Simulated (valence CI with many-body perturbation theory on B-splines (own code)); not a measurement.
## Hyperfine factors and g values of Ir69+

Computed by relativistic CI+MBPT: six valence electrons over a frozen Dirac-Fock core [He], a basis of 9 s, 9 p, 8 d, 6 f, 3 g, 1 h functions for each j, with the one-electron correlation potential Σ1 (screened to all orders), the two-electron term Σ2, the three-electron term Σ3, Breit, model QED; selected single and double excitations, second order for the rest, scaled by the run's own slope (own B-spline code, finite nucleus).

The last digits are not significant, and no measured levels were compared; by estimate large intervals hold to a few tenths of a per cent, small ones and those within an open d or f shell to about a per cent. Among the levels kept, up to 2200 cm⁻¹ of a level comes from second order outside the variational space, and about a tenth of that is noise between levels of different J, which matters for small intervals.

A/g_I is the dipole constant over the nuclear g factor μ/I (μ in nuclear magnetons, uniformly magnetised nucleus), B/Q the quadrupole constant per barn. Both hold the static response of the core; the bare values leave it out. Large factors of s and p1/2 electrons are usually good to 5 to 10 %; those of open d and f shells near neutrality can be off by tens of per cent, and small factors of p3/2, d and f electrons come from cancelling terms and can be off by a factor of two or in sign, in half-filled shells by more. B is blank for J = 1/2, where it vanishes, and for nearly pure S terms. Energies count from the lowest level. Levels with J = 0 are left out.

Levels are named by their leading jj configuration (3d3/2^4 stands for four electrons in 3d with j = 3/2), which in mixed levels can hold well under half, so a name can repeat and another be missing. Letters in brackets count levels of one name in rising energy.

```csv
Level,E (Ry),g,A/g_I (MHz),A/g_I bare,B/Q (MHz/b),B/Q bare
(2s^2 2p1/2^2 2p3/2^2) J=2,0.00,1.301,929000,949000,83300,83400
(2s^2 2p1/2 2p3/2^3) J=1,123.68,1.467,-1070000,-1040000,-930000,-932000
(2s^2 2p1/2 2p3/2^3) J=2,125.06,1.119,2950000,2960000,-1950000,-1950000
(2s 2p1/2^2 2p3/2^3) J=2,155.54,1.459,7470000,7420000,-1850000,-1860000
(2s 2p1/2^2 2p3/2^3) J=1,162.08,1.149,-5630000,-5520000,-793000,-795000
(2s 2p1/2 2p3/2^4) J=1,283.05,1.263,1.81e+07,1.79e+07,-130000,-130000
(2s^2 2p1/2^2 2p3/2 3s) J=2,688.73,1.477,2630000,2630000,1830000,1840000
(2s^2 2p1/2^2 2p3/2 3s) J=1,689.43,1.135,-768000,-727000,929000,931000
(2s^2 2p1/2^2 2p3/2 3p1/2) J=1,698.29,1.465,506000,534000,912000,914000
(2s^2 2p1/2^2 2p3/2 3p1/2) J=2,698.39,1.146,1360000,1370000,1810000,1810000
(2s^2 2p1/2^2 2p3/2 3p3/2) J=3,733.71,1.313,601000,615000,2380000,2390000
(2s^2 2p1/2^2 2p3/2 3p3/2) J=1,733.75,1.324,597000,612000,-946000,-948000
(2s^2 2p1/2^2 2p3/2 3p3/2) J=2,736.00,1.307,603000,617000,37300,37400
(2s^2 2p1/2^2 2p3/2 3d3/2) J=2,743.05,1.027,543000,553000,-2410,-2390
(2s^2 2p1/2^2 2p3/2 3d3/2) J=3,743.67,1.061,541000,551000,1900000,1900000
(2s^2 2p1/2^2 2p3/2 3d3/2) J=1,743.97,1.066,539000,549000,-769000,-771000
(2s^2 2p1/2^2 2p3/2 3d5/2) J=4,751.95,1.232,383000,391000,1920000,1930000
(2s^2 2p1/2^2 2p3/2 3d5/2) J=2,752.86,1.215,127000,129000,-1280000,-1280000
(2s^2 2p1/2^2 2p3/2 3d5/2) J=3,754.07,1.203,316000,322000,-348000,-348000
(2s^2 2p1/2^2 2p3/2 3d5/2) J=1,755.08,1.077,-603000,-618000,210000,211000
(2s^2 2p1/2 2p3/2^2 3s) J=2 [a],811.19,1.574,1290000,1300000,115000,115000
(2s^2 2p1/2 2p3/2^2 3s) J=1 [a],812.14,1.294,-2780000,-2730000,31200,31200
(2s^2 2p1/2 2p3/2^2 3s) J=3,813.00,1.295,3430000,3430000,-4310,-4330
(2s^2 2p1/2 2p3/2^2 3s) J=2 [b],813.69,1.016,1850000,1870000,-29400,-29400
(2s^2 2p1/2 2p3/2^2 3s) J=1 [b],817.48,1.296,8410000,8360000,-15100,-15100
(2s^2 2p1/2 2p3/2^2 3p1/2) J=1 [a],820.50,1.631,-1500000,-1460000,45100,45200
(2s^2 2p1/2 2p3/2^2 3p1/2) J=2 [a],821.10,1.191,1290000,1300000,12900,12900
(2s^2 2p1/2 2p3/2^2 3p1/2) J=3,822.32,1.075,2590000,2590000,-19700,-19700
(2s^2 2p1/2 2p3/2^2 3p1/2) J=2 [b],825.51,1.293,1430000,1450000,65600,65600
(2s^2 2p1/2 2p3/2^2 3p1/2) J=1 [b],826.40,0.628,5850000,5830000,-3560,-3560
(2s 2p1/2^2 2p3/2^2 3s) J=3,838.50,1.526,6400000,6360000,221000,221000
(2s 2p1/2^2 2p3/2^2 3s) J=2 [a],840.86,1.364,6420000,6390000,108000,108000
```

**Question.** Take the isotope of mass number 191, with I = 3/2, μ = 0.1502 μN and Q = 0.816 b. What is the hyperfine structure of (2s 2p1/2^2 2p3/2^3) J=1?

**Answer.** From the table A = -564000 MHz, B = -647000 MHz. Shifts from the centre of gravity in MHz: F = 1/2: 601000, F = 3/2: 1210000, F = 5/2: -1010000.
